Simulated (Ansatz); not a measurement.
F, doublet; CCSD(T)/6-31G* (Ansatz, a program for electronic structure).

Here is a job for Ansatz.
Ansatz 0.2 input:
```yaml
crystal:
  periodic: [false, false, false]
  atoms:
    - {symbol: F, position_ang: [0.00000000, 0.00000000, 0.00000000]}
basis:
  gaussian:
    orbitals: 6-31G*
magnetization: {spin_polarized: true, initial_magnetization: 1}
correlation: {method: ccsd_t, electrons: outside_noble_gas}
```

It wrote (shortened):

```
Functional definition: HF
66 factors; integrals over basis functions are off by at most 1.6e-4 eV
mean field evaluation 1: about -2703.7183 eV, gradient 6.3e0 eV
mean field evaluation 2: about -2703.7190 eV, gradient 6.3e0 eV
mean field evaluation 4: about -2703.8567 eV, gradient 5.7e-1 eV
mean field evaluation 8: about -2703.8582 eV, gradient 4.1e-6 eV
mean field evaluation 16: about -2703.8581 eV, gradient 1.3e-1 eV
mean field evaluation 32: about -2703.8571 eV, gradient 4.5e-1 eV
mean field evaluation 64: about -2703.8581 eV, gradient 1.4e-1 eV
mean field -2703.85821913 eV, -99.3649568123 hartree, gradient 2.0e-6 eV, S^2 0.752673; 4 other end points of the search recorded, 0 dependent functions left out
1 core orbitals not correlated
reference -2703.85821913 eV, -99.3649568123 hartree; 4, 3 occupied and 10, 11 virtual orbitals, 66 factors
second order -3.32829934 eV of doubles, -0.00000000 eV of singles
cycle   1  -3.53737289 eV  change   -2.1e-1 eV  update   2.5e-2
cycle   2  -3.60157973 eV  change   -6.4e-2 eV  update   6.3e-3
cycle   3  -3.61140343 eV  change   -9.8e-3 eV  update   2.0e-3
cycle   4  -3.61154290 eV  change   -1.4e-4 eV  update   6.1e-4
cycle   5  -3.61155925 eV  change   -1.6e-5 eV  update   1.1e-4
cycle   6  -3.61156049 eV  change   -1.2e-6 eV  update   1.3e-5
cycle   7  -3.61156117 eV  change   -6.9e-7 eV  update   1.5e-6
perturbative correction -0.03281402 eV, -0.0012058929 hartree
Total energy: -2707.50259432 eV, -99.4988851302 hartree
```
